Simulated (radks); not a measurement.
Task: Coherent X-ray form factor from a spherical all-electron density. Calculated with a radial shooting solver on a logarithmic mesh with Libxc functionals: Dirac Kohn-Sham, BLYP, spin-unpolarised, spherical densities, point nucleus.

| sin(theta)/lambda (1/angstrom) | f0 (electrons) |
|---|---|
| 0.05 | 64.313 |
| 0.1 | 62.381 |
| 0.15 | 59.531 |
| 0.2 | 56.161 |
| 0.25 | 52.628 |
| 0.3 | 49.179 |
| 0.4 | 43.006 |
| 0.5 | 37.902 |
| 0.6 | 33.653 |
| 0.8 | 26.959 |
| 1 | 22.181 |
| 1.25 | 18.327 |
| 1.5 | 15.897 |
| 2 | 12.379 |

The species is in the configuration that NIST lists as its ground one. Which atom or ion scatters so?

Result: The holmium ion Ho2+, [Xe] 4f11. Extrapolating in s^2 from the first two rows gives f0(0) = 65.0, near the electron count 65; among species with that count, the fall with angle is slower the higher Z, and the table is that of Z = 67; from so few rows the species is fixed only to a neighbour or two.
